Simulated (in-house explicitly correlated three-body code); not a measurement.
Computed with an exponentially correlated three-body code. Model: two electrons around a point charge, non-relativistic, variational in 260 exponentially correlated functions (energies converged to about 1e-7 hartree, or 1e-8 relative for large Z).

Command:
```bash
python run_hyl.py task.json out
```
Settings (lengths in bohr, energies in hartree):
```
Z                      3
nuclear_mass           5000
interaction_strength   1
functions              260
states_tried           13
```

Cost of the run: 40 s on 1 thread of Arm Neoverse V1, on a shared host.

**Those bound S and P states to n = 4 that converged, binding against the one-electron ion.**

Given: nuclear charge 3; mass of the centre 5000 electron masses.

Computed: one-electron threshold -4.49910018 hartree.

```
term  energy (hartree)  binding (eV)
1 1S           -7.2784        75.629
2 3S       -5.10970193        16.615
2 1S                 ?             ?
2 3P       -5.02677137        14.359
2 1P       -4.99230242        13.421
3 3S       -4.75112527         6.858
3 1S       -4.73280831        6.3595
3 3P       -4.72952949        6.2703
3 1P                 ?             ?
4 3S       -4.63620894        3.7309
4 1S        -4.6288573        3.5309
4 3P       -4.62754434        3.4951
4 1P        -4.6232206        3.3775
```

Question: What belongs in the row 2 1S?

Answer: energy (hartree): -5.03986445; binding (eV): 14.715.

Question: What belongs in the row 3 1P?

Answer: energy (hartree): -4.71924829; binding (eV): 5.9905.

**Converged states only, values per electron or pair.**

```json
{"term": "1 1S", "mean r (bohr)": "0.57289", "mean r squared (bohr²)": "0.44647", "mean inverse r (1/bohr)": "2.6874", "mean r12 (bohr)": "0.86246", "mean inverse r12 (1/bohr)": "1.5674", "mean cosine": "-0.043559", "mean p1 dot p2 (bohr⁻²)": "0.28835", "delta r1 (bohr⁻³)": "6.8478", "delta r12 (bohr⁻³)": "0.53346"}
{"term": "2 3S", "mean r (bohr)": "1.4942", "mean r squared (bohr²)": "3.7751", "mean inverse r (1/bohr)": "1.7802", "mean r12 (bohr)": "2.562", "mean inverse r12 (1/bohr)": "0.46196", "mean cosine": "-0.01261", "mean p1 dot p2 (bohr⁻²)": "0.017489", "delta r1 (bohr⁻³)": "4.5611", "delta r12 (bohr⁻³)": "-"}
{"term": "2 1S", "mean r (bohr)": "?", "mean r squared (bohr²)": "?", "mean inverse r (1/bohr)": "?", "mean r12 (bohr)": "?", "mean inverse r12 (1/bohr)": "?", "mean cosine": "?", "mean p1 dot p2 (bohr⁻²)": "?", "delta r1 (bohr⁻³)": "?", "delta r12 (bohr⁻³)": "?"}
{"term": "2 3P", "mean r (bohr)": "?", "mean r squared (bohr²)": "?", "mean inverse r (1/bohr)": "?", "mean r12 (bohr)": "?", "mean inverse r12 (1/bohr)": "?", "mean cosine": "?", "mean p1 dot p2 (bohr⁻²)": "?", "delta r1 (bohr⁻³)": "?", "delta r12 (bohr⁻³)": "-"}
{"term": "2 1P", "mean r (bohr)": "1.5224", "mean r squared (bohr²)": "4.0442", "mean inverse r (1/bohr)": "1.7462", "mean r12 (bohr)": "2.5933", "mean inverse r12 (1/bohr)": "0.4926", "mean cosine": "0.010393", "mean p1 dot p2 (bohr⁻²)": "0.2508", "delta r1 (bohr⁻³)": "4.304", "delta r12 (bohr⁻³)": "0.0098251"}
{"term": "3 3S", "mean r (bohr)": "3.2357", "mean r squared (bohr²)": "20.412", "mean inverse r (1/bohr)": "1.6193", "mean r12 (bohr)": "6.0008", "mean inverse r12 (1/bohr)": "0.21348", "mean cosine": "-0.0037431", "mean p1 dot p2 (bohr⁻²)": "0.0047663", "delta r1 (bohr⁻³)": "4.3662", "delta r12 (bohr⁻³)": "-"}
{"term": "3 1S", "mean r (bohr)": "3.4625", "mean r squared (bohr²)": "23.609", "mean inverse r (1/bohr)": "1.6137", "mean r12 (bohr)": "6.45", "mean inverse r12 (1/bohr)": "0.21644", "mean cosine": "-0.0045432", "mean p1 dot p2 (bohr⁻²)": "0.0062392", "delta r1 (bohr⁻³)": "4.3574", "delta r12 (bohr⁻³)": "0.018767"}
{"term": "3 3P", "mean r (bohr)": "3.2537", "mean r squared (bohr²)": "20.989", "mean inverse r (1/bohr)": "1.6139", "mean r12 (bohr)": "6.0414", "mean inverse r12 (1/bohr)": "0.22424", "mean cosine": "-0.014604", "mean p1 dot p2 (bohr⁻²)": "-0.078603", "delta r1 (bohr⁻³)": "4.2781", "delta r12 (bohr⁻³)": "-"}
{"term": "3 1P", "mean r (bohr)": "3.4069", "mean r squared (bohr²)": "23.119", "mean inverse r (1/bohr)": "1.6098", "mean r12 (bohr)": "6.3366", "mean inverse r12 (1/bohr)": "0.22052", "mean cosine": "0.0029607", "mean p1 dot p2 (bohr⁻²)": "0.073653", "delta r1 (bohr⁻³)": "4.2969", "delta r12 (bohr⁻³)": "0.0033342"}
{"term": "4 3S", "mean r (bohr)": "5.7272", "mean r squared (bohr²)": "67.661", "mean inverse r (1/bohr)": "1.5657", "mean r12 (bohr)": "10.97", "mean inverse r12 (1/bohr)": "0.12174", "mean cosine": "-0.0015503", "mean p1 dot p2 (bohr⁻²)": "0.0019172", "delta r1 (bohr⁻³)": "4.3235", "delta r12 (bohr⁻³)": "-"}
{"term": "4 1S", "mean r (bohr)": "6.0321", "mean r squared (bohr²)": "75.397", "mean inverse r (1/bohr)": "1.5634", "mean r12 (bohr)": "11.578", "mean inverse r12 (1/bohr)": "0.12275", "mean cosine": "-0.0019302", "mean p1 dot p2 (bohr⁻²)": "0.002591", "delta r1 (bohr⁻³)": "4.3205", "delta r12 (bohr⁻³)": "0.0078196"}
{"term": "4 3P", "mean r (bohr)": "5.8385", "mean r squared (bohr²)": "71.06", "mean inverse r (1/bohr)": "1.5635", "mean r12 (bohr)": "11.195", "mean inverse r12 (1/bohr)": "0.12578", "mean cosine": "-0.0059165", "mean p1 dot p2 (bohr⁻²)": "-0.031418", "delta r1 (bohr⁻³)": "4.2879", "delta r12 (bohr⁻³)": "-"}
{"term": "4 1P", "mean r (bohr)": "6.0423", "mean r squared (bohr²)": "76.264", "mean inverse r (1/bohr)": "1.5618", "mean r12 (bohr)": "11.598", "mean inverse r12 (1/bohr)": "0.12435", "mean cosine": "0.0012229", "mean p1 dot p2 (bohr⁻²)": "0.030881", "delta r1 (bohr⁻³)": "4.2955", "delta r12 (bohr⁻³)": "0.0014685"}
```

Question: What belongs in the row 2 1S?

Answer: mean r (bohr): 1.6445; mean r squared (bohr²): 4.697; mean inverse r (1/bohr): 1.7593; mean r12 (bohr): 2.845; mean inverse r12 (1/bohr): 0.47603; mean cosine: -0.014615; mean p1 dot p2 (bohr⁻²): 0.021486; delta r1 (bohr⁻³): 4.5161; delta r12 (bohr⁻³): 0.06425.

Question: What belongs in the row 2 3P?

Answer: mean r (bohr): 1.4185; mean r squared (bohr²): 3.4659; mean inverse r (1/bohr): 1.7604; mean r12 (bohr): 2.4284; mean inverse r12 (1/bohr): 0.50885; mean cosine: -0.054604; mean p1 dot p2 (bohr⁻²): -0.3053; delta r1 (bohr⁻³): 4.2325.
